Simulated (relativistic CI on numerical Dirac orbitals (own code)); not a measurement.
## Sensitivity of the levels of Pb XXXVI to α and to the nuclear radius

Method of calculation: Dirac-Coulomb-Breit CI, KLI orbitals optimised for each configuration, derivatives by finite differences, unscaled Slater integrals, QED left out (own radial code, finite nucleus).

Configuration list (outside the closed core [Ar] 3d10): 4s²4p⁶4d¹⁰4f, 4s²4p⁶4d⁹4f², 4s²4p⁶4d¹⁰5s, 4s²4p⁵4d¹⁰4f², 4s²4p⁶4d¹⁰5p, 4s4p⁶4d¹⁰4f², 4s²4p⁶4d¹⁰5d, 4s²4p⁶4d⁹4f5s. Levels of other configurations are missing.

With x = (α/α₀)² − 1 an excitation energy changes as ω = ω₀ + qx; K = 2q/ω₀ is the relative enhancement. Terms are leading LS components, so labels can repeat. The field-shift factor is F = δν/δ⟨r²⟩ for the transition from the lowest level.

Lowest level 4s²4p⁶4d¹⁰4f ²F°5/2.

```csv
Level,ω₀ (cm⁻¹),q (cm⁻¹),K,F (GHz/fm²)
4s²4p⁶4d¹⁰4f ²F°7/2,59556,56000,1.88,3.36
4s²4p⁶4d⁹4f² ⁴F3/2,1870117,15690,0.0168,38.4
4s²4p⁶4d⁹4f² ⁴F5/2,1874806,11310,0.0121,38.5
4s²4p⁶4d⁹4f² ⁴G7/2,1895908,14740,0.0156,38.9
4s²4p⁶4d⁹4f² ²K13/2,1917711,4048,0.00422,38.8
4s²4p⁶4d⁹4f² ⁴H9/2,1925982,12340,0.0128,38.9
4s²4p⁶4d⁹4f² ⁴D5/2,1928600,14430,0.015,39.4
4s²4p⁶4d⁹4f² ⁴F7/2,1931125,56320,0.0583,41.4
4s²4p⁶4d⁹4f² ⁴I11/2,1941065,7269,0.00749,39
4s²4p⁶4d⁹4f² ⁴F9/2,1945513,65970,0.0678,42
4s²4p⁶4d⁹4f² ⁴D3/2,1946817,24160,0.0248,39.8
4s²4p⁶4d⁹4f² ²F5/2,1954269,63340,0.0648,41.8
4s²4p⁶4d⁹4f² ⁴G7/2,1954982,21010,0.0215,40
4s²4p⁶4d⁹4f² ⁴K15/2,1956864,57750,0.059,41.9
4s²4p⁶4d⁹4f² ⁴P1/2,1963264,24790,0.0253,39.6
4s²4p⁶4d⁹4f² ⁴D7/2,1967530,61880,0.0629,42.1
4s²4p⁶4d⁹4f² ⁴H11/2,1968577,60440,0.0614,41.8
4s²4p⁶4d⁹4f² ⁴H13/2,1978383,60110,0.0608,41.8
4s²4p⁶4d⁹4f² ⁴G9/2,1979605,20510,0.0207,40.2
4s²4p⁶4d⁹4f² ⁴K17/2,1982087,76130,0.0768,43.1
4s²4p⁶4d⁹4f² ⁴D5/2,1985647,65750,0.0662,42.4
4s²4p⁶4d⁹4f² ²H9/2,1990264,58980,0.0593,42.2
4s²4p⁶4d⁹4f² ⁴I13/2,1999458,58190,0.0582,42.2
```

At this charge energies of transitions that change n are usually good to better than 1 %, and those within a shell (Δn = 0) to a few per cent.
